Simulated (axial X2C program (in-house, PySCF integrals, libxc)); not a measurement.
# Potential curves of RuSn, without spin–orbit coupling

Computed with an in-house relativistic program for diatomic molecules. Spin-free means the one-electron spin-free X2C Hamiltonian. Basis: Sn dyall-cv3z [11s12p9d4f1g], Ru dyall-cv3z [12s12p8d5f3g] (cores contracted in-house); Gaussian nuclei, density fitting, unrestricted open shells. Masses: Sn 119.902 u, Ru 101.904 u.

State: M_S = 1, Λ = 2 (beyond evenly filled blocks: σα, δ+α, δ+β, δ-α). Energies in eV from the fragments at the same level (Sn + Ru). Fits are polynomials in 1 − R0/R over 0.85 to 1.23 times the lowest point R0.

| R (Å) | HF | PBE50 |
| --- | --- | --- |
| 2.1298 | 1.9437 | -0.6850 |
| 2.2277 | 0.9879 | -1.2792 |
| 2.3011 | 0.4857 | -1.5422 |
| 2.3746 | 0.1186 | -1.6889 |
| 2.4480 | -0.1437 | -1.7507 |
| 2.5337 | -0.3493 | -1.7492 |
| 2.6194 | -0.4727 | -1.6967 |
| 2.7295 | -0.5432 | -1.5847 |
| 2.8642 | -0.5368 | -1.4117 |
| 3.0600 | -0.4199 | -1.1363 |

The state is a single determinant with fixed occupations, the lowest that a limited PBE0 search found. Dissociation energies refer to the lowest single-determinant-based atoms at the same level and basis. Other states lie close and PBE0, whose exact exchange favours high spin, may order them wrongly; the determinant shown need not be the ground state. The nearest other spin-free determinant of the search, M_S = 1, Λ = 0, lies 0.14 eV up at the distance of the search. Without a current term, density functionals place determinants with orbital angular momentum somewhat too high. The determinant is spin-polarised beyond a pure state at some levels (its spin-free form has ⟨S²⟩ too high), which makes Re and μ there less reliable. Spin-free De lacks the spin–orbit lowering of the heavy p-block atom, a tenth of an eV or more for 4p and 5p, up to an eV for 6p and one to two eV for 7p atoms, less what an open-shell molecule gains itself.

(1) Fit the HF curve near its minimum: give the equilibrium distance, the harmonic wavenumber and the well depth.

(2) Fit the PBE50 curve near its minimum: give the equilibrium distance, the harmonic wavenumber and the well depth.

Answers

(1) At HF, spin-free: Re = 2.784 Å, ωe ≈ 153 cm⁻¹, De = 0.55 eV to Sn + Ru; Be follows as 0.0395 cm⁻¹.

(2) At PBE50, spin-free: Re = 2.487 Å, ωe ≈ 209 cm⁻¹, De = 1.76 eV to Sn + Ru; Be follows as 0.0495 cm⁻¹.
